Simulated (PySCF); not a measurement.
Si(F)(Br)(OH)2 (BrFH₂O₂Si), SMILES O[Si](O)(F)Br.

Geometry: r2SCAN-D4/def2-SVP. A frequency run showed that this geometry is not a minimum. The structure was generated by enumeration, and PubChem lists no compound with its InChIKey, so it may never have been made. Other conformers were not sampled.

Two levels are set side by side: TDDFT-PBE/def2-SVPD (PySCF) and TDDFT-CAM-B3LYP/def2-SVPD (PySCF). Vertical, same geometry. The lowest singlet is HOMO→LUMO 99 % with PBE and HOMO→LUMO 77 %, HOMO→LUMO+2 12 % with the other functional; states are paired by order. Differences are taken from unrounded values.

```json
[
 {"quantity": "lowest singlet excitation (eV)", "TDDFT-PBE": "6.28"},
 {"quantity": "lowest triplet excitation (TDA) (eV)", "TDDFT-PBE": "6.07"},
 {"quantity": "first bright state (f over 0.05) (eV)", "TDDFT-PBE": "7.75"},
 {"quantity": "its oscillator strength", "TDDFT-PBE": "0.10"}
]
```

These are the TDDFT-PBE values. What does TDDFT-CAM-B3LYP give? (An estimate is asked for; the answer gives what the named calculation found.)


| quantity | TDDFT-CAM-B3LYP | TDDFT-PBE minus TDDFT-CAM-B3LYP |
|---|---|---|
| lowest singlet excitation (eV) | 7.30 | -1.02 |
| lowest triplet excitation (TDA) (eV) | 6.88 | -0.80 |
| first bright state (f over 0.05) (eV) | 8.79 | -1.04 |
| its oscillator strength | 0.08 | 0.02 |

Functionals without exact exchange tend to place singlet excitations lower, as here. Differences between two approximate levels are no errors against the true value.

Rough cost on one machine, each run with all the roots and properties that it gave: TDDFT-CAM-B3LYP against TDDFT-PBE about 6 times.
